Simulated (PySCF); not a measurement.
Can point charges reproduce the dipole moment of `C=C[C@@H]1BC[C@@H](F)[C@H]1C`?

Coordinates (PBE0-D3(BJ)/def2-SVP, Å) and charges (e) from the PBE0/pcSseg-1 density (PySCF):

| atom | x | y | z | Mulliken | IAO | Hirshfeld | ESP-fitted |
| --- | --- | --- | --- | --- | --- | --- | --- |
| C1 | 3.087 | 0.566 | 0.063 | -0.1581 | -0.3254 | -0.1090 | -0.4672 |
| C2 | 2.097 | -0.006 | -0.626 | -0.1531 | -0.1185 | -0.0345 | -0.2461 |
| C3 | 0.831 | -0.552 | -0.061 | -0.4357 | -0.2593 | -0.0947 | -0.0139 |
| B4 | 0.564 | -2.104 | -0.098 | +0.4386 | +0.2049 | +0.1766 | +0.3452 |
| C5 | -0.966 | -2.310 | -0.377 | -0.4386 | -0.4256 | -0.1516 | -0.5525 |
| C6 | -1.563 | -0.923 | -0.189 | +0.2220 | +0.1855 | +0.0633 | +0.2413 |
| F7 | -1.817 | -0.748 | 1.166 | -0.3435 | -0.3409 | -0.1104 | -0.2588 |
| C8 | -0.477 | 0.063 | -0.616 | -0.3333 | -0.1067 | -0.0295 | +0.1780 |
| C9 | -0.736 | 1.499 | -0.199 | -0.1700 | -0.4137 | -0.1230 | -0.5116 |
| H10 | 3.995 | 0.923 | -0.429 | +0.1179 | +0.1469 | +0.0442 | +0.1988 |
| H11 | 3.028 | 0.689 | 1.150 | +0.1122 | +0.1394 | +0.0422 | +0.1854 |
| H12 | 2.204 | -0.095 | -1.716 | +0.1000 | +0.1325 | +0.0410 | +0.1626 |
| H13 | 0.829 | -0.388 | 1.042 | +0.1503 | +0.1639 | +0.0515 | +0.1121 |
| H14 | 1.398 | -2.967 | 0.046 | +0.0174 | +0.0125 | -0.0567 | -0.1254 |
| H15 | -1.501 | -3.097 | 0.174 | +0.1506 | +0.1613 | +0.0473 | +0.1660 |
| H16 | -1.018 | -2.595 | -1.449 | +0.1478 | +0.1683 | +0.0583 | +0.1467 |
| H17 | -2.520 | -0.756 | -0.714 | +0.0992 | +0.1299 | +0.0385 | +0.0395 |
| H18 | -0.430 | 0.012 | -1.721 | +0.1173 | +0.1227 | +0.0375 | +0.0053 |
| H19 | 0.122 | 2.139 | -0.456 | +0.1269 | +0.1434 | +0.0360 | +0.1483 |
| H20 | -1.630 | 1.912 | -0.693 | +0.1130 | +0.1347 | +0.0389 | +0.1187 |
| H21 | -0.893 | 1.556 | 0.888 | +0.1192 | +0.1441 | +0.0342 | +0.1277 |

Compute μ = Σ q r for each scheme (1 e·Å = 4.803 D) and compare with the dipole of the full density.

The full density gives (-0.09, -0.22, -1.69) D, 1.70 D in size; dipole vectors point from the negative to the positive end.

| scheme | μx | μy | μz | size (D) | share of the full size (%) | angle to the full dipole (°) |
| --- | --- | --- | --- | --- | --- | --- |
| Mulliken | 1.39 | -0.80 | -1.90 | 2.48 | 146 | 40 |
| IAO | 0.35 | -0.76 | -2.80 | 2.92 | 172 | 12 |
| Hirshfeld | -0.05 | -0.48 | -1.00 | 1.11 | 65 | 18 |
| ESP-fitted | -0.07 | -0.23 | -1.69 | 1.71 | 100 | 1 |

Which set comes closest?

Length of the difference vector: ESP-fitted 0.02 D, Hirshfeld 0.73 D, IAO 1.31 D, Mulliken 1.60 D. Closest: ESP-fitted. ESP charges are fitted to the potential around the molecule, whose slowest-falling term is the dipole's. 

What is left for the Hirshfeld atoms' own dipoles?

The shares of the density sum to the whole, so what Σ q r misses lies in dipoles about the nuclei. The atomic dipoles sum to (-0.09, -0.22, -1.69) − (-0.05, -0.48, -1.00) = (-0.04, 0.26, -0.69) D, 0.73 D in size.

With the origin at the mean of the coordinates, (0.219, -0.342, -0.229) Å, which are the largest single terms, by size, of the Mulliken dipole along the direction of the full one?

F7 +2.02, H16 +1.11, C5 -0.98, H13 -0.93, H11 -0.89 D; all 21 atoms together +1.91 D. The single terms depend on the origin, their sum doesn't.

Give the size of the full dipole in other units.

1.70 D = 0.670 au = 0.355 e·Å = 5.68 × 10⁻³⁰ C·m.

Isolated species at its PBE0-D3(BJ)/def2-SVP geometry (one conformer only).

These values come from a run that also computed NMR shieldings. Time: 33 s; peak memory 1.1 GiB. Hardware: Arm Neoverse V2, one thread, no GPU, shared host.
